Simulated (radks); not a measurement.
Results of a calculation; reference values are marked as such.
Q: The mean radii <r> (bohr) of the occupied orbitals of an atom or ion are listed with their occupations. Level of theory: Dirac Kohn-Sham, PBEsol, spin-unpolarised, spherical densities, point nucleus (a radial shooting solver on a logarithmic mesh with Libxc functionals).

| orbital | occ. | <r> |
|---|---|---|
| 1s1/2 | 2 | 0.03345 |
| 2s1/2 | 2 | 0.1454 |
| 2p1/2 | 2 | 0.1236 |
| 2p3/2 | 4 | 0.1284 |
| 3s1/2 | 2 | 0.4027 |
| 3p1/2 | 2 | 0.3959 |
| 3p3/2 | 4 | 0.4066 |
| 3d3/2 | 4 | 0.3822 |
| 3d5/2 | 6 | 0.3857 |
| 4s1/2 | 2 | 1.020 |
| 4p1/2 | 2 | 1.109 |
| 4p3/2 | 4 | 1.140 |
| 4d3/2 | 4 | 1.630 |
| 4d5/2 | 3 | 1.652 |

Name the element and its charge. Open shells, if any, fill j = l - 1/2 first.

A: Z = 44, ruthenium, charge +1: Ru+ in [Kr] 4d7. The 1s radius gives Z: for a bare nucleus <r> = (2 gamma + 1)/(2Z) with gamma = sqrt(1 - (Z/c)^2), 0.03289 bohr for Z = 44, and screening makes it slightly larger (0.03345 here). The occupations add up to 43, and the charge is Z minus that.
